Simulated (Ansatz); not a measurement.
Ansatz results at the PBE0-D4/def2-TZVP geometry: HOMO energy (B3LYP/def2-TZVPP) -7.12 eV; zero-point energy (PBE0-D4/def2-TZVP) 143.2 kJ/mol; HOMO–LUMO gap (PBE0/def2-TZVPP) 6.60 eV.

Each molecule was computed in one conformer, which needn't be the lowest.

Question: Which molecule gave them?
A. `CC(C)(C)F`
B. `O[SiH2][SeH]`
C. `CC(=O)[SeH]`
D. `C=C1SB1N`

Answer: C. The others give `O[SiH2][SeH]`: -7.02, 103.7, 7.14; `CC(C)(C)F`: -8.90, 324.0, 10.18; `C=C1SB1N`: -6.17, 167.7, 5.57.

B3LYP here is the variant with VWN-RPA as its local correlation; programs differ in this.
